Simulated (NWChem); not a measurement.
System: GaH3; SMILES [GaH3]

Results from NWChem. Each level has its own optimisation; frequencies are unscaled.

```csv
level,r Ga–H (Å),highest harmonic frequency (cm⁻¹),lowest (cm⁻¹),zero-point energy (kcal/mol)
BP86/def2-TZVP,1.576,1921,699,11.3
B3LYP/3-21G,1.565,[?],[?],11.4
PBE0/def2-TZVP,1.569,1979,723,11.7
PBE-D3(BJ)/def2-SVP,1.581,1921,698,11.3
```

**Question.** Some entries are withheld; supply them.

**Answer.** 
- B3LYP/3-21G, highest harmonic frequency (cm⁻¹): 1853
- B3LYP/3-21G, lowest (cm⁻¹): 737
